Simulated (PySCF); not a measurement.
Cl2FH5Si3. Atoms are numbered in the order given.

```xyz
11

Si     2.4626     0.0928    -0.1201
F      3.8081    -0.8351    -0.1355
Si     0.5598    -1.2829     0.0344
Si    -1.2421     0.1174    -0.4960
Cl    -3.0122    -0.5396     0.3632
Cl    -0.7324     1.9843     0.2925
H      2.5405     1.0101     1.0470
H      2.4260     0.8733    -1.3875
H      0.6178    -2.4296    -0.9187
H      0.3650    -1.7879     1.4237
H     -1.4868     0.3090    -1.9479
```
Charge 0, spin multiplicity 1.

The structure is a stationary point at B3LYP-D3(BJ)/def2-SVP. This is a generated structure with no PubChem entry under its InChIKey; it may be hypothetical. Other conformers were not sampled.

These are PBE0/pcSseg-1 (PySCF) values and carry that method's errors.

GIAO shieldings, no solvent; atoms listed in one row are averaged. δ = σ(ref) − σ: ²⁹Si against TMS (σ = 352.7 ppm); ¹⁹F against CFCl3 (σ = 167.2 ppm); ³⁵Cl against HCl (σ = 945.9 ppm); ¹H against TMS (σ = 31.56 ppm), references at their B3LYP-D3(BJ)/def2-TZVP geometries, non-relativistic (without spin–orbit terms, shifts of atoms bonded to Cl or Br come out too high).

Computed chemical shifts:
| nucleus | atoms | count | δ (ppm) |
|---|---|---|---|
| ²⁹Si | Si4 | 1 | 36.2 |
| ²⁹Si | Si1 | 1 | 7.1 |
| ²⁹Si | Si3 | 1 | -98.7 |
| ¹⁹F | F2 | 1 | -252.9 |
| ³⁵Cl | Cl5 | 1 | 80.3 |
| ³⁵Cl | Cl6 | 1 | 76.0 |
| ¹H | H11 | 1 | 6.46 |
| ¹H | H7 | 1 | 5.99 |
| ¹H | H8 | 1 | 5.79 |
| ¹H | H9, H10 | 2 | 4.05 |
